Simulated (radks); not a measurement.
Question: Isoelectronic series with 34 electrons, all held in the configuration [Ar] 3d10 4s2 4p4, which need not be the ground one along the series. Calculated with a radial shooting solver on a logarithmic mesh with Libxc functionals: scalar-relativistic Kohn-Sham, PBE, spin-polarised, spherical densities, finite nucleus; open shells are filled with parallel spins first (spin-orbit coupling, left out, can overturn this in heavy ions); Fermi nuclear charge, rms radius of each element as measured or else 0.836 A^(1/3) + 0.57 fm. Total energies (hartree) and orbital eigenvalues (eV):

| ion | E (hartree) | 4p down | 4p up |
|---|---|---|---|
| Se | -2429.97348 | -5.6047 | -7.1171 |
| Rb3+ | -2978.56749 | -45.4462 | -47.7253 |
| Zr6+ | -3589.14883 | -104.7305 | -107.6365 |
| Tc9+ | -4262.20959 | -181.3596 | -184.8418 |
| Pd12+ | -4998.48655 | -274.6696 | -278.7032 |
| In15+ | -5798.87131 | -384.3963 | -388.9675 |
| Cs21+ | -7596.1785 | -652.8092 | -658.4350 |
| Ce24+ | -8595.5387 | -811.5379 | -817.6860 |
| Pm27+ | -9663.8851 | -986.7167 | -993.3861 |
| Gd30+ | -10802.7623 | -1178.460 | -1185.651 |

Estimate the row of Te18+.

Answer: E (hartree) -6664.38219; 4p down -510.4449; 4p up -515.5457.
